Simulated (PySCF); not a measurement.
Molfile (atoms numbered from 1):
```
C2H10OPSi
     RDKit          3D

 15 14  0  0  0  0  0  0  0  0999 V2000
   -2.3390    0.6089    0.1153 C   0  0  0  0  0  0  0  0  0  0  0  0
   -1.5524   -0.6865    0.1495 C   0  0  0  0  0  0  0  0  0  0  0  0
   -0.1660   -0.3932   -0.0114 O   0  0  0  0  0  0  0  0  0  0  0  0
    1.2262   -1.1466   -0.0857 Si  0  0  0  0  0  4  0  0  0  0  0  0
    2.4369    0.8460   -0.3719 P   0  0  0  0  0  0  0  0  0  0  0  0
   -2.1950    1.1174   -0.8343 H   0  0  0  0  0  0  0  0  0  0  0  0
   -2.0247    1.2670    0.9210 H   0  0  0  0  0  0  0  0  0  0  0  0
   -3.3955    0.3906    0.2363 H   0  0  0  0  0  0  0  0  0  0  0  0
   -1.6873   -1.2015    1.1036 H   0  0  0  0  0  0  0  0  0  0  0  0
   -1.8600   -1.3529   -0.6598 H   0  0  0  0  0  0  0  0  0  0  0  0
    1.7378   -1.6958    1.1646 H   0  0  0  0  0  0  0  0  0  0  0  0
    1.4950   -1.9013   -1.3042 H   0  0  0  0  0  0  0  0  0  0  0  0
    2.1552    1.6269   -1.4711 H   0  0  0  0  0  0  0  0  0  0  0  0
    2.3624    1.8020    0.6169 H   0  0  0  0  0  0  0  0  0  0  0  0
    3.8019    0.7270   -0.4973 H   0  0  0  0  0  0  0  0  0  0  0  0
  1  2  1  0
  2  3  1  0
  3  4  1  0
  4  5  1  0
  1  6  1  0
  1  7  1  0
  1  8  1  0
  2  9  1  0
  2 10  1  0
  4 11  1  0
  4 12  1  0
  5 13  1  0
  5 14  1  0
  5 15  1  0
M  CHG  1   5   1
M  END
```

Geometry: GFN2-xTB; GIAO shifts from PySCF 2.14, gas phase, non-relativistic, averaged over equivalent atoms.

At PBE0/pcSseg-0 (73 basis functions, 5.2 s wall time on 1 thread of an Arm Neoverse V2, shared host):
```
      atoms  δ (ppm)
         C2     71.8
         C1     21.2
         O3     22.7
        Si4    -24.1
         P5     34.0
    H11/H12     7.03
     H9/H10     4.31
H13/H14/H15     3.90
   H6/H7/H8     1.84
```

Shifts are taken against calculated references (same method and geometry level): TMS for ¹³C (σref 195.82) and ²⁹Si (σref 345.73) and ¹H (σref 33.29); ¹⁷O (σref 340.61) against H2O; ³¹P (σref 653.85) vs PH3.

Estimate the result of repeating the calculation with PBE0/pcSseg-1.

Results:


```csv
atoms,δ at PBE0/pcSseg-1,change
C2,70.3,-1.5
C1,19.9,-1.3
O3,39.4,+16.7
Si4,-22.1,+2.0
P5,-192.6,-226.6
H11/H12,6.14,-0.89
H9/H10,4.44,+0.13
H13/H14/H15,4.50,+0.60
H6/H7/H8,1.65,-0.19
```

References, each an isolated molecule treated in the same way: ¹³C (σ = 186.93 ppm) and ²⁹Si (σ = 349.16 ppm) and ¹H (σ = 31.72 ppm) vs TMS; ¹⁷O (σ = 336.08 ppm) against H2O; ³¹P (σ = 318.38 ppm) against H3PO4.

The largest change is at P5 (phosphorus bonded to Si, 3 H). Cost: 149 basis functions, 18 s wall time on 1 thread of an Arm Neoverse V2, shared host.

Experimental scales use liquid or dissolved standards, which lie at an offset from isolated H2O (liquid H2O: subtract about 36 ppm).
